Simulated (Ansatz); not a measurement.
Consider the ligand exchange at the Sc–Cl bond: `[NH2][Sc]([OH])[Cl]` + H–F → `[NH2][Sc]([OH])[F]` + HCl.

Program: Ansatz. Geometries: PBE0-D4/def2-TZVP. ΔE: electronic, gas phase. CCSD(T)/CBS adds triple-zeta CCSD(T) − MP2 to the extrapolated MP2 energy (def2 sets, frozen cores). This one scheme is used for every species. Functionals use def2-TZVPP. HSE06 is defined as in plane-wave codes. For Sc outer-core shells are correlated without core-valence functions, which leaves a few kJ/mol of doubt a bond. Scalar relativity is left out up to krypton. Each species was taken in one conformer, which may not be the lowest.

`[NH2][Sc]([OH])[Cl]`:

Z-matrix (Å, degrees):
```
N
Sc 1 1.963
H 1 1.013 2 125.3
H 1 1.012 2 126.8 3 180.0
O 2 1.851 1 114.7 3 180.0
Cl 2 2.329 1 118.3 3 -0.0
H 5 0.953 2 168.5 1 180.0
```

H–F:

```xyz
2

F    -0.197   -0.090   -0.406
H     0.197    0.090    0.406
```

`[NH2][Sc]([OH])[F]`:

Cartesian coordinates in Å:
```
N -0.052 -0.547 -1.344
Sc 0.231 -0.211 0.584
O -0.377 1.424 1.251
F 1.075 -1.541 1.570
H 0.220 -1.379 -1.854
H -0.494 0.082 -2.002
H -0.602 2.173 1.795
```

HCl:

```xyz
2

Cl   -0.432    0.284    0.377
H     0.432   -0.284   -0.377
```

```json
{"level": "ωB97X-V", "ΔE (kJ/mol)": "-8.7", "difference from CCSD(T)/CBS": "-11.9"}
{"level": "B2PLYP", "ΔE (kJ/mol)": "-6.7", "difference from CCSD(T)/CBS": "-9.9"}
{"level": "r2SCANh", "ΔE (kJ/mol)": "-3.4", "difference from CCSD(T)/CBS": "-6.6"}
{"level": "r2SCAN0", "ΔE (kJ/mol)": "0.2", "difference from CCSD(T)/CBS": "-3.0"}
{"level": "HSE06", "ΔE (kJ/mol)": "-2.1", "difference from CCSD(T)/CBS": "-5.3"}
{"level": "BHLYP", "ΔE (kJ/mol)": "-3.7", "difference from CCSD(T)/CBS": "-6.9"}
{"level": "RPA@PBE/def2-TZVPP", "ΔE (kJ/mol)": "-5.1", "difference from CCSD(T)/CBS": "-8.3"}
{"level": "HF/def2-TZVPP", "ΔE (kJ/mol)": "5.2", "difference from CCSD(T)/CBS": "2.0"}
{"level": "SCS-MP2/def2-TZVPP", "ΔE (kJ/mol)": "-2.4", "difference from CCSD(T)/CBS": "-5.6"}
{"level": "CCSD(T)/def2-TZVPP", "ΔE (kJ/mol)": "-1.4", "difference from CCSD(T)/CBS": "-4.6"}
{"level": "CCSD(T)/CBS", "ΔE (kJ/mol)": "3.2", "difference from CCSD(T)/CBS": "0"}
```

What do rigid-rotor, harmonic-oscillator terms from PBE0-D4/def2-TZVP frequencies (298.15 K, 1 bar) make of the CCSD(T)/CBS value? (Best estimate.)

The calculation gave: ΔZPE = -5.0 kJ/mol, ΔH = -2.6 kJ/mol, ΔS = 0 J/(mol·K), ΔG = -2.5 kJ/mol.

Largest T1 diagnostic among the species: 0.016.

From BLYP to BHLYP (50 % exact exchange), in def2-TZVPP and without D4, ΔE moves by +13.9 kJ/mol. At CCSD(T), def2-SVP lies −16.1 kJ/mol from the extrapolated value and def2-TZVPP −4.6 kJ/mol. In def2-TZVPP, CCSD(T) changes the Hartree–Fock value by −6.6 kJ/mol (the triples alone add +0.5 kJ/mol) and MP2 by −3.5 kJ/mol.
